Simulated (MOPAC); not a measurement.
MOPAC input (PM3):

```
PM3 FORCE THERMO(298,298) PRECISE LET CHARGE=1 GEO-OK AUX(PRECISION=9) THREADS=1
C5H13O

C     3.19000008 1    0.13917054 1   -0.07006018 1
C     1.87458550 1   -0.43582380 1    0.40486076 1
C     0.70082766 1    0.29146004 1   -0.23463151 1
C    -0.62330032 1   -0.29573104 1    0.24683698 1
C    -1.75843138 1    0.44956683 1   -0.41318047 1
O    -3.05468305 1   -0.09010626 1    0.15030556 1
H     3.30537461 1    0.04789148 1   -1.15842510 1
H     4.03655152 1   -0.38358366 1    0.39395525 1
H     3.28419767 1    1.20380821 1    0.18268655 1
H     1.80688513 1   -0.36699353 1    1.50908658 1
H     1.82551752 1   -1.51738070 1    0.16733808 1
H     0.77017501 1    0.22323765 1   -1.33936942 1
H     0.74864656 1    1.37245232 1    0.00829384 1
H    -0.68089212 1   -0.22240993 1    1.35375535 1
H    -0.65710408 1   -1.38016541 1    0.00486140 1
H    -1.78223239 1    0.34447909 1   -1.51629738 1
H    -1.83500083 1    1.51560967 1   -0.12184897 1
H    -2.97190915 1   -1.05591658 1    0.24340462 1
H    -3.77055049 1    0.13011957 1   -0.46705852 1
```

From the output:

```
     H   19   7.728973

          HEAT OF FORMATION =     127.508805 KCALS/MOLE

          ZERO POINT ENERGY     108.698 KCAL/MOL

           NORMAL COORDINATE ANALYSIS (Total motion = 1 Angstrom)

   Root No.       1         2         3         4         5         6         7         8

                 1 A       2 A       3 A       4 A       5 A       6 A       7 A       8 A

                  52.1      84.2     106.7     146.4     159.4     193.7     332.9     383.0

           1   -0.0003    0.0004   -0.0002   -0.0077   -0.0100   -0.0002   -0.0439    0.0307
           2   -0.0006   -0.0003   -0.0008    0.0173    0.0430    0.0001   -0.0472   -0.0030
           3    0.0462   -0.0054   -0.0325   -0.0021    0.0004    0.0063    0.0000    0.0001
           4   -0.0003    0.0004   -0.0002   -0.0072   -0.0086   -0.0002   -0.0413    0.0229
           5   -0.0002    0.0002    0.0000   -0.0077   -0.0155   -0.0000    0.0239    0.0527
           6   -0.0175   -0.0266    0.0307    0.0004    0.0002   -0.0312   -0.0001    0.0001
           7   -0.0006   -0.0001   -0.0007    0.0089    0.0254    0.0000   -0.0084    0.0065
           8   -0.0001    0.0004    0.0002   -0.0144   -0.0301   -0.0001    0.0154    0.0484
           9   -0.0212    0.0315    0.0525    0.0060   -0.0014    0.0144   -0.0006    0.0000
          10   -0.0006   -0.0002   -0.0006    0.0091    0.0253    0.0001    0.0064    0.0029
          11    0.0003    0.0008    0.0004   -0.0177   -0.0324   -0.0004   -0.0186   -0.0451
          12   -0.0418    0.0356   -0.0357    0.0156   -0.0057    0.0110   -0.0000   -0.0002
          13   -0.0004   -0.0005    0.0002   -0.0010   -0.0101    0.0001    0.0347   -0.0165
          14    0.0003    0.0011    0.0002   -0.0136   -0.0181   -0.0004   -0.0249   -0.0471
          15   -0.0376   -0.0278   -0.0268   -0.0202    0.0060   -0.0010    0.0020   -0.0012
          16    0.0048    0.0007    0.0023    0.0008   -0.0134    0.0002    0.0434   -0.0368
          17   -0.0002   -0.0048   -0.0002    0.0400    0.0304    0.0011    0.0429   -0.0021
          18    0.0537   -0.0043    0.0115   -0.0017    0.0012   -0.0007   -0.0012    0.0010
          19    0.0368    0.0127   -0.0376   -0.0007    0.0101    0.0199   -0.0738    0.0099
          20   -0.0162   -0.0535    0.0168    0.0100    0.0634    0.1827   -0.0731   -0.0210
          21    0.0722    0.0305   -0.0598    0.0053   -0.0019   -0.0877    0.0003    0.0004
          22   -0.0003    0.0007    0.0005   -0.0253   -0.0514   -0.0003    0.0175    0.0769
          23   -0.0006   -0.0003   -0.0010    0.0241    0.0590   -0.0006   -0.0717   -0.0209
          24    0.0448   -0.0611   -0.0288   -0.0193    0.0050    0.2276   -0.0005   -0.0001
          25   -0.0376   -0.0122    0.0365    0.0022    0.0101   -0.0203   -0.0741    0.0097
          26    0.0148    0.0524   -0.0187    0.0385    0.0556   -0.1820   -0.0722   -0.0208
          27    0.0723    0.0308   -0.0599    0.0054   -0.0018   -0.0889    0.0003   -0.0002
          28   -0.0364   -0.0122    0.0337   -0.0138   -0.0260   -0.0222   -0.0341    0.0384
          29    0.0118    0.0414   -0.0007   -0.0096   -0.0280    0.0310    0.0278    0.0620
          30   -0.0404   -0.0578    0.0455   -0.0012    0.0009   -0.0598   -0.0001   -0.0003
          31    0.0359    0.0135   -0.0335   -0.0162   -0.0258    0.0215   -0.0339    0.0381
          32   -0.0121   -0.0408    0.0012   -0.0161   -0.0259   -0.0312    0.0285    0.0623
          33   -0.0404   -0.0579    0.0455   -0.0012    0.0007   -0.0598    0.0002    0.0009
          34    0.0112   -0.0016    0.0471    0.0072    0.0337    0.0056    0.0055    0.0215
          35   -0.0031   -0.0328   -0.0320   -0.0124   -0.0253   -0.0290    0.0243    0.0582
          36   -0.0140    0.0514    0.0930    0.0042   -0.0002    0.0352   -0.0013    0.0004
          37   -0.0130    0.0010   -0.0491    0.0179    0.0291   -0.0054    0.0062    0.0213
          38    0.0027    0.0335    0.0323   -0.0109   -0.0250    0.0290    0.0235    0.0588
          39   -0.0140    0.0513    0.0927    0.0041   -0.0005    0.0351   -0.0008    0.0002
          40   -0.0099    0.0029   -0.0484    0.0146    0.0298   -0.0019   -0.0042   -0.0133
          41    0.0063   -0.0372    0.0251   -0.0409   -0.0189   -0.0065   -0.0237   -0.0569
          42   -0.0489    0.0605   -0.0707    0.0326   -0.0114    0.0140    0.0002    0.0004
          43    0.0096   -0.0027    0.0482    0.0033    0.0350    0.0017   -0.0031   -0.0131
          44   -0.0061    0.0388   -0.0248    0.0079   -0.0358    0.0057   -0.0264   -0.0558
          45   -0.0493    0.0605   -0.0711    0.0339   -0.0127    0.0141   -0.0028   -0.0004
          46   -0.0541   -0.0139   -0.0218   -0.0225   -0.0268   -0.0004    0.0326   -0.0426
          47    0.0155    0.0462    0.0017    0.0077   -0.0354    0.0074   -0.0315   -0.0544
          48   -0.0640   -0.0605   -0.0345   -0.0410    0.0123   -0.0062    0.0055   -0.0035
          49    0.0537    0.0125    0.0226    0.0118   -0.0373    0.0008    0.0269   -0.0383
          50   -0.0151   -0.0448   -0.0011   -0.0402   -0.0192   -0.0083   -0.0268   -0.0566
          51   -0.0617   -0.0600   -0.0335   -0.0403    0.0122   -0.0062    0.0029   -0.0027
          52   -0.0286   -0.0073   -0.0121    0.0095    0.0155    0.0007    0.0811   -0.0138
          53    0.0057    0.0323    0.0016   -0.1165    0.1063   -0.0038    0.0797    0.0024
          54    0.0811    0.0488    0.0225   -0.2095    0.0824   -0.0072    0.0225   -0.0060
          55   -0.0151   -0.0036   -0.0061   -0.0245   -0.0453   -0.0004   -0.0100   -0.0648
          56    0.0033    0.0164    0.0009   -0.0464    0.0804   -0.0016    0.0734    0.0065
          57    0.0658   -0.0564    0.0175    0.2567   -0.0972    0.0072   -0.0230    0.0094

   Root No.       9        10        11        12        13        14        15        16

                 9 A      10 A      11 A      12 A      13 A      14 A      15 A      16 A

                 508.2     749.2     766.4     799.9     866.4     915.3     951.5     971.9

           1   -0.0312   -0.0059   -0.0003   -0.0001    0.0001    0.0001    0.0142   -0.0018
           2   -0.0204   -0.0045   -0.0002   -0.0001    0.0002    0.0008    0.0371   -0.0027
           3   -0.0000   -0.0002    0.0006    0.0019    0.0070   -0.0094    0.0011    0.0127
           4   -0.0241   -0.0012   -0.0000   -0.0000    0.0000    0.0001   -0.0001    0.0004
           5    0.0235   -0.0197   -0.0009   -0.0004    0.0003    0.0009    0.0185   -0.0007
           6    0.0000    0.0007   -0.0103    0.0190    0.0150   -0.0053   -0.0004   -0.0095
           7    0.0512   -0.0030   -0.0001    0.0002   -0.0006   -0.0001    0.0051    0.0014
           8   -0.0064    0.0023    0.0002    0.0001   -0.0001   -0.0010   -0.0365    0.0019
           9    0.0003    0.0016   -0.0149    0.0085   -0.0159    0.0198   -0.0013   -0.0033
          10    0.0510   -0.0072   -0.0002   -0.0003    0.0005    0.0004   -0.0162    0.0014
          11    0.0045    0.0204    0.0008    0.0003    0.0001    0.0014    0.0125    0.0042
          12   -0.0002    0.0021   -0.0133   -0.0134   -0.0117   -0.0118    0.0015    0.0133
          13   -0.0101    0.1534    0.0075    0.0049   -0.0053   -0.0059    0.0007   -0.0041
          14    0.0317   -0.0073   -0.0002    0.0002   -0.0013   -0.0022   -0.0062   -0.0025
          15   -0.0010    0.0063   -0.0084   -0.0187    0.0218    0.0028   -0.0010   -0.0103
          16   -0.0301   -0.0985   -0.0031    0.0006   -0.0045   -0.0056    0.0001   -0.0014
          17   -0.0200    0.0054    0.0000   -0.0004    0.0007   -0.0001   -0.0052   -0.0027
          18    0.0012    0.0011    0.0024    0.0027   -0.0003    0.0025   -0.0005    0.0013
          19   -0.0575    0.0066    0.0286   -0.0533   -0.0685    0.0657   -0.0951   -0.0690
          20   -0.0433    0.0097   -0.0020    0.0025    0.0006   -0.0013   -0.0588    0.0032
          21   -0.0001   -0.0023    0.0160   -0.0260   -0.0271    0.0240    0.0025   -0.0233
          22    0.0216   -0.0401   -0.0021   -0.0006    0.0011    0.0047    0.2344   -0.0172
          23   -0.0420    0.0089    0.0005    0.0002   -0.0001   -0.0011   -0.0510    0.0035
          24   -0.0001   -0.0011    0.0133   -0.0249   -0.0289    0.0263   -0.0024   -0.0245
          25   -0.0575    0.0114   -0.0277    0.0535    0.0677   -0.0696   -0.0826    0.0792
          26   -0.0432    0.0090    0.0030   -0.0022   -0.0010   -0.0012   -0.0586    0.0046
          27   -0.0000   -0.0008    0.0161   -0.0260   -0.0271    0.0238   -0.0069   -0.0225
          28   -0.0315   -0.0085    0.0326   -0.0523   -0.0555    0.0515   -0.0389   -0.0514
          29    0.0186   -0.0152   -0.0710    0.0799    0.0295    0.0135   -0.0095   -0.0658
          30   -0.0004   -0.0050    0.0505   -0.0572   -0.0289    0.0094   -0.0016    0.0096
          31   -0.0313   -0.0014   -0.0330    0.0518    0.0560   -0.0514   -0.0287    0.0573
          32    0.0182   -0.0304    0.0691   -0.0811   -0.0286   -0.0118   -0.0004    0.0682
          33    0.0001   -0.0069    0.0505   -0.0573   -0.0289    0.0095    0.0022    0.0094
          34    0.0700   -0.0218    0.0618    0.0008    0.0535   -0.0280   -0.0230   -0.0725
          35    0.0056    0.0121   -0.0869    0.0508   -0.0321    0.0524   -0.0663   -0.0585
          36    0.0011   -0.0145    0.0701   -0.0243    0.0293   -0.0268    0.0057    0.0027
          37    0.0695    0.0009   -0.0630   -0.0011   -0.0547    0.0268   -0.0190    0.0794
          38    0.0060   -0.0147    0.0870   -0.0509    0.0316   -0.0559   -0.0547    0.0653
          39    0.0001   -0.0101    0.0696   -0.0239    0.0286   -0.0270   -0.0028    0.0030
          40    0.0710   -0.0493    0.0611    0.0163    0.0613   -0.0098   -0.0111   -0.0803
          41    0.0167    0.0215   -0.0786   -0.0700   -0.0106   -0.0535    0.0243   -0.0086
          42    0.0003   -0.0168    0.0653    0.0397    0.0218    0.0198   -0.0043   -0.0133
          43    0.0690   -0.0148   -0.0648   -0.0191   -0.0564    0.0183   -0.0002    0.0913
          44    0.0180   -0.0122    0.0802    0.0702    0.0142    0.0611    0.0207    0.0210
          45    0.0016   -0.0153    0.0665    0.0406    0.0218    0.0199    0.0001   -0.0134
          46   -0.0247    0.0928    0.0245    0.0398   -0.0764   -0.0932    0.0283   -0.0341
          47    0.0330    0.0248   -0.0603   -0.0861    0.0381   -0.0620   -0.0015   -0.0632
          48   -0.0057   -0.0299    0.0368    0.0490   -0.0259    0.0151    0.0042    0.0201
          49   -0.0203    0.1534   -0.0206   -0.0500    0.1092    0.1390    0.0163    0.0522
          50    0.0297   -0.0313    0.0602    0.0864   -0.0388    0.0616   -0.0012    0.0603
          51   -0.0001   -0.0165    0.0380    0.0513   -0.0315    0.0071   -0.0024    0.0154
          52   -0.0644   -0.0478   -0.0143   -0.0296    0.0590    0.0679    0.0482    0.0358
          53   -0.0467    0.0074    0.0015    0.0022   -0.0036   -0.0028    0.0153    0.0036
          54   -0.0103   -0.0133    0.0115    0.0250   -0.0457   -0.0467   -0.0021   -0.0129
          55    0.0249   -0.1380   -0.0144   -0.0219    0.0375    0.0323   -0.0745   -0.0166
          56   -0.0440    0.0317    0.0021    0.0015   -0.0002    0.0024    0.0193    0.0064
          57    0.0041   -0.0082    0.0102    0.0234   -0.0456   -0.0473    0.0174   -0.0066

   Root No.      17        18        19        20        21        22        23        24

                17 A      18 A      19 A      20 A      21 A      22 A      23 A      24 A

                 984.7    1078.2    1092.7    1111.2    1118.7    1127.5    1139.3    1149.2

           1    0.0113    0.0042   -0.0173   -0.0040   -0.0005    0.0298   -0.0358   -0.0017
           2    0.0125   -0.0022    0.0092    0.0014   -0.0001   -0.0123   -0.0003   -0.0007
           3    0.0027   -0.0008    0.0008   -0.0100    0.0268   -0.0019   -0.0007   -0.0163
           4   -0.0033   -0.0040    0.0162    0.0036    0.0002   -0.0315    0.0328    0.0013
           5    0.0019    0.0032    0.0002    0.0018    0.0022    0.0322    0.0179    0.0028
           6   -0.0026   -0.0017   -0.0027    0.0225   -0.0245    0.0003   -0.0024    0.0328
           7   -0.0126   -0.0007   -0.0372   -0.0085   -0.0035   -0.0308    0.0183    0.0021
           8   -0.0073   -0.0034    0.0011   -0.0019   -0.0024   -0.0296   -0.0248   -0.0037
```

The dipole moment of an ion depends on the origin.
